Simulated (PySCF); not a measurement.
A calculated (UHF, PySCF 2.14, Sapporo-DZP-2012, the spin-free X2C one-electron Hamiltonian (Gaussian nucleus)) atom or ion has these occupied shells.

```csv
shell,electrons,orbital energy (eV),"rms radius, mean of both spins (bohr)"
1s α,1,-2511.4,0.113
1s β,1,-2510.9,0.113
2s α,1,-246.54,0.517
2s β,1,-246.04,0.517
2p α,3,-182.49,0.491
2p β,3,-181.55,0.491
3s α,1,-27.003,1.85
3s β,1,-21.123,1.85
3p α,3,-12.546,2.24
3p β,1,-10.162,2.24
```

Name the element and its charge.

S (sulfur, neutral), in [Ne] 3s2 3p4, high-spin 3P determinant.
